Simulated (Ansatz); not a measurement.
Basis sets compared for `CN(C)c1ccc(-c2ccc(-c3ccc(C#N)s3)s2)s1`. The state is a singlet with charge 0. Geometry r2SCAN-D4/def2-SVP. Ansatz on 2 threads of AMD EPYC 7R13 on a shared host and a share (18 GiB) of an NVIDIA H100 80GB HBM3; times are rough, and most runs start from earlier orbitals.

Cartesian coordinates in Å:
```
C 3.3673 1.6307 -3.3440
N 3.6597 2.1132 -2.0119
C 4.9715 2.6565 -1.7327
C 2.9272 1.6546 -0.9530
C 3.1923 1.7851 0.4098
C 2.1795 1.2232 1.2173
C 1.1391 0.6384 0.5099
C -0.0283 -0.0262 1.0142
C -0.3331 -0.3524 2.3360
C -1.5718 -1.0033 2.4806
C -2.2486 -1.1969 1.2807
C -3.5173 -1.8234 1.0397
C -4.1962 -1.9854 -0.1685
C -5.4283 -2.6519 -0.0358
C -5.7123 -3.0105 1.2767
C -6.8476 -3.6829 1.7701
N -7.7877 -4.2413 2.1837
S -4.4297 -2.5135 2.3536
S -1.3159 -0.5399 -0.0453
S 1.4288 0.7887 -1.2168
H 2.2888 1.7264 -3.5514
H 3.9047 2.2451 -4.0792
H 3.6522 0.5694 -3.4909
H 5.6793 1.8911 -1.3565
H 5.3825 3.0940 -2.6522
H 4.8997 3.4562 -0.9786
H 4.0833 2.2711 0.8065
H 2.2031 1.2448 2.3087
H 0.3373 -0.1298 3.1676
H -1.9737 -1.3354 3.4410
H -3.7991 -1.6217 -1.1184
H -6.1067 -2.8740 -0.8609
```

Single mean-field runs in def2-TZVP are fitted with def2-universal-jkfit.

Binding counts from free atoms (C triplet, N quartet, S triplet, H doublet) in the same basis, without a counterpoise term.

| level | functions | energy (Eh) | HOMO (eV) | LUMO (eV) | binding per atom (eV) | wall time |
| --- | --- | --- | --- | --- | --- | --- |
| PBE-D4/def2-SVP | 352 | -1880.6869 | -4.39 | -2.65 | 5.19 | 6 s |
| PBE0-D4/def2-SVP | 352 | -1880.8186 | -5.21 | -2.14 | 5.05 | 5.5 s |

Q: Estimate the rows for PBE-D4/def2-TZVP, PBE0-D4/def2-TZVP.

A: 
| level | functions | energy (Eh) | HOMO (eV) | LUMO (eV) | binding per atom (eV) | wall time |
| --- | --- | --- | --- | --- | --- | --- |
| PBE-D4/def2-TZVP | 710 | -1881.8412 | -4.48 | -2.78 | 5.13 | 4.9 s |
| PBE0-D4/def2-TZVP | 710 | -1881.9633 | -5.23 | -2.22 | 4.98 | 5.5 s |
